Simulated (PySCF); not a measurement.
# State search for KBi⁺

Unrestricted PBE0; PySCF, scalar-relativistic core potentials, basis sets K def2-SVP, Bi def2-SVP with ECP60. Outer shells of the fragments: K+ closed shells only; Bi 5d10 6s2 6p3.

Followed along the bond (rough minima from three points):

```json
{"2Ms+1": "4", "unpaired": "σ ↑, π ↑↑", "⟨S²⟩ at the start": "3.75", "R at minimum (Å)": "3.95", "Te (eV)": "0.00"}
{"2Ms+1": "2", "unpaired": "σ ↓, π ↑↑", "⟨S²⟩ at the start": "1.76", "R at minimum (Å)": "4.03", "Te (eV)": "0.64"}
{"2Ms+1": "2", "unpaired": "σ ↑, π ↑↓", "⟨S²⟩ at the start": "1.76", "R at minimum (Å)": "3.97", "Te (eV)": "0.66"}
{"2Ms+1": "2", "unpaired": "π ↑", "⟨S²⟩ at the start": "0.75", "R at minimum (Å)": "3.80", "Te (eV)": "1.09"}
{"2Ms+1": "2", "unpaired": "σ ↑", "⟨S²⟩ at the start": "0.75", "R at minimum (Å)": "3.93", "Te (eV)": "1.58"}
```

Solutions found at the starting distance of 3.505 Å, counted from the lowest of them; the search is not exhaustive and high or unbound solutions are not listed, so other states can lie among these:

| 2Ms+1 | unpaired | term | E (eV) | ⟨S²⟩ | ⟨Lz²⟩ | μ (D) |
| --- | --- | --- | --- | --- | --- | --- |
| 4 | σ ↑, π ↑↑ | ⁴Σ⁻ | 0.00 | 3.75 | 0.00 | -11.97 |
| 2 | σ ↓, π ↑↑ | mixed | 0.66 | 1.76 | 0.00 | -11.87 |
| 2 | σ ↑, π ↑↓ | mixed | 0.66 | 1.76 | 2.01 | -11.88 |
| 2 | π ↑ | ²Π | 1.08 | 0.75 | 1.00 | -11.07 |
| 2 | σ ↑ | mixed | 1.58 | 0.75 | 2.00 | -11.74 |
| 2 | π ↑ | ²Π | 2.03 | 0.75 | 1.01 | -12.21 |

A term symbol is given only where ⟨S²⟩ and ⟨Lz²⟩ are close to those of a pure state; real π, δ and φ orbitals otherwise mix terms. A positive dipole points towards Bi; it is taken about the centre of mass and depends on that origin.

Spin–orbit coupling is left out, which matters for elements this heavy, above all for dissociation energies.
